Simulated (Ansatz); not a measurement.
Ansatz results at the PBE0-D4/def2-TZVP geometry: HOMO energy (ωB97M-V/def2-TZVPP) -10.85 eV; HOMO–LUMO gap (B3LYP/def2-TZVPP) 8.55 eV; size of the dipole moment (PBE/def2-TZVPP) 1.27 D.

Each molecule was computed in one conformer, which needn't be the lowest.

**Question.** Which molecule gave them?
A. `C[SiH2]C[SiH2]F`
B. `[SiH3]/C=C/[SiH3]`
C. `C[SiH]([SiH3])CF`
D. `C[SiH](C)[SiH2]F`

**Answer.** A. The others give `[SiH3]/C=C/[SiH3]`: -10.25, 6.66, 0.00; `C[SiH]([SiH3])CF`: -10.02, 7.81, 1.51; `C[SiH](C)[SiH2]F`: -9.82, 6.98, 1.61.

B3LYP here is the variant with VWN-RPA as its local correlation; programs differ in this.
